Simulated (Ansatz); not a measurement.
This geometry of BrCl$_{2}$HZn (5 atoms, charge 0, multiplicity 1) is a first-order saddle point.

Method: Ansatz, RKS PBE0/def2-SVP.

```xyz
5
Properties=species:S:1:pos:R:3
Zn -0.414 0.000 0.025
Cl 0.204 0.000 2.224
Cl 0.358 0.000 -1.943
Br -2.729 0.000 1.006
H -1.464 0.000 2.044
```

Which two structures does it join? (They come from a converged band through this point; their orientation in space is the band's.)

Bonds broken: Zn1–Cl2, Br4–H5. Bonds formed: Zn1–Br4, Cl2–H5.

Image 0:

```xyz
5
Properties=species:S:1:pos:R:3
Zn -0.030 0.000 0.127
Cl 0.522 0.000 2.201
Cl 0.152 0.000 -1.977
Br -2.732 0.000 0.895
H -1.959 0.000 2.110
```

Image 10:

```xyz
5
Properties=species:S:1:pos:R:3
Zn -0.904 0.000 -0.267
Cl 0.217 0.000 2.152
Cl 0.662 0.000 -1.687
Br -2.999 0.000 0.614
H -1.022 0.000 2.544
```

How far does it lie above each of them?

2.7 kcal/mol above the first and 7.0 kcal/mol above the second. This is the barrier of this one path; another mechanism may lie lower. The orbitals stay closed-shell, which can raise the energy where a bond breaks towards radicals; this wasn't checked here.

The run took 2.4 min on 2 threads of Intel(R) Xeon(R) 6975P-C (Granite Rapids), with other jobs on the host, peak memory 0.29 GiB.
